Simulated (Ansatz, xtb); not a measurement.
Relaxing a trial structure of BClMgO

The starting geometry of this gas-phase singlet has its atoms placed at random.

```yaml
atoms:
  - { symbol: B, position_ang: [0.2341, -0.3966, 1.3832] }
  - { symbol: Cl, position_ang: [0.8528, 0.8092, -1.4827] }
  - { symbol: Mg, position_ang: [-0.8014, -1.4097, -0.2647] }
  - { symbol: O, position_ang: [0.7198, 1.6253, 0.3355] }
```

Task: One run relaxed it with r2SCAN-D4/def2-SVP. What is a likely outcome?

Result: It ends as `O=[B][Mg][Cl]`. Distances that change by over a tenth: Cl2–O4 (2.00 → 5.63 Å). Contacts that close: B1–O4 (2.33 → 1.21 Å), Cl2–Mg3 (3.02 → 2.20 Å).

The energy falls by 11.13 eV over 19 steps:

| step | E − E(last) (eV) |
| --- | --- |
| 1 | 11.135 |
| 3 | 8.005 |
| 5 | 4.727 |
| 7 | 1.918 |
| 9 | 1.134 |
| 11 | 0.745 |
| 13 | 0.501 |
| 15 | 0.256 |
| 17 | 0.008 |
| 19 | 0.000 |

Final geometry (Å):

```yaml
atoms:
  - { symbol: B, position_ang: [0.4808, 0.3195, 1.3183] }
  - { symbol: Cl, position_ang: [-0.2676, -0.2094, -3.0018] }
  - { symbol: Mg, position_ang: [0.1034, 0.0540, -0.8481] }
  - { symbol: O, position_ang: [0.6887, 0.4642, 2.5029] }
```

From the same start GFN2-xTB reaches the same bonding as this run.

From so rough a start the end depends on the optimiser's path, so another program may land elsewhere. The end wasn't checked by frequencies. Run with Ansatz 0.2.0, 26 s on 2 threads of Arm Neoverse V1 (shared host).
